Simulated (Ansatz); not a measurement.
An input meant for the cluster Sn5Au (charge 0, doublet; with a point charge).

```yaml
crystal:
  periodic: [false, false, false]
  atoms:
    - {symbol: Au, position_ang: [0.252028, 1.664075, -1.467936]}
    - {symbol: Sn, position_ang: [0.162140, -1.252352, 1.769782]}
    - {symbol: Sn, position_ang: [-1.413930, -1.785878, -0.591000]}
    - {symbol: Sn, position_ang: [1.375943, 1.234171, 1.165836]}
    - {symbol: Sn, position_ang: [1.319443, -0.860023, -1.234166]}
    - {symbol: Sn, position_ang: [-1.695635, 1.000007, 0.357473]}
basis:
  gaussian: {orbitals: def2-TZVP, point_charges: [{charge: 0.50, position_ang: [4.815, -0.715, -0.725]}]}
magnetization: {spin_polarized: true, initial_magnetization: 1}
hamiltonian: {xc: {name: r2SCAN}, dispersion: d4, pseudopotentials: {relativity: scalar}}
multiplicity: 3
```

```sh
$ ansatz run in.yaml --threads 6 --pin off --events-out ev --progress --plain --max-ram 7833MiB
```

It prints (some lines left out):

```
Error: YAML parse error: error: line 14 column 1: unknown field `multiplicity`, expected one of crystal, accuracy, basis, kpoints, hamiltonian, magnetization, projection, total_charge, correlation, batch, efield, external_charges, scf, relax, neb, saddle, md, ramp, phonons, dielectric, real_time, elastic, magnetic_configurations, gw, evaluate, workflow, output, checkpoint, execution
12 | magnetization: {spin_polarized: true, initial_magnetization: 1}
13 | hamiltonian: {xc: {name: r2SCAN}, dispersion: d4, pseudopotential…
14 | multiplicity: 3
```

Q: What is wrong with this run?

A: The input holds a key that doesn't belong there (the spin goes under magnetization). The program refused the input.
